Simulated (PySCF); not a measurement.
Compound: CH9NOSi2.
Z-matrix (Å and degrees, PBE0-D3(BJ)/def2-SVP geometry), rows numbered from 1:
```
C 
O   1  1.3987
Si  2  1.6743  1  123.22
N   3  1.7233  2  115.69  1   -61.22
Si  3  2.3358  2  103.51  1   178.95
H   1  1.1062  2  112.02  3    57.94
H   1  1.1010  2  109.11  3   177.39
H   1  1.1068  2  111.99  3   -63.33
H   3  1.4982  2  108.78  1    56.49
H   4  1.0128  3  122.21  2    88.83
H   4  1.0130  3  121.99  2   -67.02
H   5  1.4978  3  109.72  2    70.95
H   5  1.4952  3  111.68  2   -49.31
H   5  1.4967  3  110.33  2  -170.15
```

Lines to be assigned: C 1s: 292.17 eV; N 1s: 404.66 eV; O 1s: 537.65 eV; Si 1s: 1845.99 (area 1), 1846.84 (area 1) eV; Si 2p3/2: 106.30 (area 1), 106.88 (area 1) eV.

Theory: delta-SCF UKS SCAN, pcX-2 on the ionised atom, pcseg-1 elsewhere, spin-free X2C (PySCF). One conformer (not necessarily the lowest) at the PBE0-D3(BJ)/def2-SVP geometry, without solvent, vibrations or thermal averaging.

Q: Order the silicon atoms by Si 1s binding energy.

A: 1845.99 eV: Si5 (SiH3 silicon); 1846.84 eV: Si3 (oxygen-bound silicon). Lowest listed Si 1s: Si5, bonded to 3 H and Si. Highest, 0.85 eV above it: Si3, bonded to O, N, H and Si. Summing the Pauling electronegativity differences to the bonded atoms, each weighted by its formal bond order, gives +0.90 for the lowest site and +2.98 for the highest.

Q: Assign the Si 2p3/2 lines to atoms.

A: 106.30 eV: Si5 (SiH3 silicon); 106.88 eV: Si3 (oxygen-bound silicon). The listed Si 2p3/2 values span 0.58 eV, from Si5 (bonded to 3 H and Si) to Si3 (bonded to O, N, H and Si).

Bonded neighbours of each site: C1: O and 3 H; O2: C and Si; Si3: O, N, H and Si; N4: 2 H and Si; Si5: 3 H and Si.

Q: What is the longest wavelength that can ionise N 1s of N4 vertically?

A: λ = hc/E = 12398.42 eV Å / 404.66 eV = 30.639 Å.

Spin–orbit and ligand-field terms were added within each 2p shell after the spin-free SCF. 2p1/2 minus 2p3/2 (ligand field included): Si 0.62 eV.

On Arm Neoverse V1, one thread, on a shared host, this took 47 s and 0.62 GiB of memory at its peak.
